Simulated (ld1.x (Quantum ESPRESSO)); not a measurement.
Scattering properties, TM potential for selenium (Se)

selenium (Se), norm-conserving Troullier–Martins (Kleinman–Bylander form), made with ld1.x (Quantum ESPRESSO) 7.5 (PBE, scalar-relativistic). Core [Ar] 3d10, reference 4s1 4p5. Waves: 4p (bound): rc 1.40 bohr; 4d channel at 0.15 Ry: rc 1.10 bohr; 4s (bound): rc 1.35 bohr. Local part: the s channel. Core correction: a·sin(br)/r model core, default radius (core density twice the valence density).

The phase is arctan(r·u′/u) with u = r·R(r), unwrapped; energies in Ry, scanned from -3 to 5 Ry. A pole is an energy at which the radial function vanishes at the test radius. The pseudo phase is shifted by a multiple of π to meet the all-electron one at the reference energy, and phase errors are pseudo minus all-electron; the curves can meet again beyond the range given. Levels narrower than the energy grid can be missing from the lists of poles.

```json
{"channel": "s", "radius (bohr)": "1.56", "reference energy (Ry)": "-1.33", "poles, all-electron": "none", "poles, pseudo": "4.34", "unbroken range about the reference energy with phases within 0.05 rad": "the whole range", "phase error 1 Ry above the reference energy (rad)": "-0.005"}
{"channel": "p", "radius (bohr)": "1.56", "reference energy (Ry)": "-0.52", "poles, all-electron": "none", "poles, pseudo": "none", "unbroken range about the reference energy with phases within 0.05 rad": "the whole range", "phase error 1 Ry above the reference energy (rad)": "+0.005"}
{"channel": "d", "radius (bohr)": "1.56", "reference energy (Ry)": "0.15", "poles, all-electron": "none", "poles, pseudo": "-1.92", "unbroken range about the reference energy with phases within 0.05 rad": "-1.4 to 1.9", "phase error 1 Ry above the reference energy (rad)": "+0.012"}
```

Note: ghost state, extra bound levels that the all-electron valence spectrum of the same l lacks: p at -515.6 eV. A true bound ghost makes a file unfit for plane-wave use.

Phases in the d channel:

| E (Ry) | all-electron | pseudo |
| --- | --- | --- |
| -3.00 | 1.366 | 4.315 |
| -2.76 | 1.342 | 4.276 |
| -2.52 | 1.321 | 4.200 |
| -2.28 | 1.303 | 3.941 |
| -2.04 | 1.286 | 1.963 |
| -1.80 | 1.270 | 1.436 |
| -1.56 | 1.253 | 1.329 |
| -1.32 | 1.236 | 1.277 |
| -1.08 | 1.219 | 1.242 |
| -0.84 | 1.200 | 1.213 |
| -0.60 | 1.181 | 1.187 |
| -0.36 | 1.159 | 1.162 |
| -0.12 | 1.135 | 1.136 |
| 0.12 | 1.109 | 1.109 |
| 0.36 | 1.079 | 1.080 |
| 0.60 | 1.046 | 1.048 |
| 0.84 | 1.007 | 1.012 |
| 1.08 | 0.962 | 0.972 |
| 1.32 | 0.910 | 0.926 |
| 1.56 | 0.847 | 0.874 |
| 1.80 | 0.773 | 0.813 |
| 2.04 | 0.682 | 0.741 |
| 2.28 | 0.573 | 0.657 |
| 2.52 | 0.441 | 0.558 |
| 2.76 | 0.284 | 0.442 |
| 3.00 | 0.104 | 0.307 |
| 3.24 | -0.091 | 0.155 |
| 3.48 | -0.289 | -0.009 |
| 3.72 | -0.473 | -0.179 |
| 3.96 | -0.637 | -0.345 |
| 4.20 | -0.775 | -0.498 |
| 4.44 | -0.890 | -0.635 |
| 4.68 | -0.984 | -0.754 |
| 4.92 | -1.063 | -0.855 |
